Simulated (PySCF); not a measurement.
C3H6FNSi, SMILES NC(F)=C=C[SiH3].

Geometry: PBE0-D3(BJ)/def2-SVP. The structure was generated by enumeration; whether it is a known compound was not checked. Other conformers were not sampled.

Calculation: PySCF with PBE0-D3(BJ)/def2-SVP.

Frequencies are harmonic and unscaled.

```csv
mode,ν (cm⁻¹),IR (km/mol),moving atoms (share of kinetic energy)
1,81,0.4,H 89 %
2,86,1.3,"Si 31 %, C 30 %, N 17 %, H 15 %"
3,109,5.4,"F 30 %, H 26 %, N 17 %, C 16 %, Si 11 %"
4,224,3.6,"C 49 %, H 24 %, F 14 %, N 11 %"
5,264,41.0,H 82 %
6,342,24.3,"C 62 %, H 22 %, Si 12 %"
7,464,13.0,"H 30 %, F 25 %, C 22 %, N 20 %"
8,546,6.3,"C 58 %, H 33 %"
9,591,87.8,"H 55 %, C 21 %, Si 14 %"
10,619,16.9,"H 70 %, C 16 %, Si 9 %"
11,637,17.1,"C 61 %, H 14 %, F 13 %, N 10 %"
12,695,198.7,"H 51 %, N 26 %, C 20 %"
13,758,36.6,"C 45 %, H 38 %, Si 14 %"
14,840,56.4,"H 70 %, C 27 %"
15,865,30.1,"C 29 %, F 27 %, N 25 %, H 18 %"
16,918,286.1,"H 87 %, Si 11 %"
17,936,34.4,H 97 %
18,949,74.1,H 97 %
19,1094,48.9,"H 66 %, C 14 %, N 10 %, F 10 %"
20,1202,2.4,"H 77 %, C 20 %"
21,1355,155.9,"C 66 %, H 14 %, N 11 %, F 9 %"
22,1470,272.0,"C 78 %, H 16 %"
23,1612,104.8,"H 79 %, N 15 %"
24,2101,88.7,C 99 %
25,2217,118.8,H 97 %
26,2224,113.0,H 97 %
27,2250,77.7,H 96 %
28,3100,11.0,"H 92 %, C 8 %"
29,3563,29.4,H 95 %
30,3693,26.7,"H 92 %, N 8 %"
```
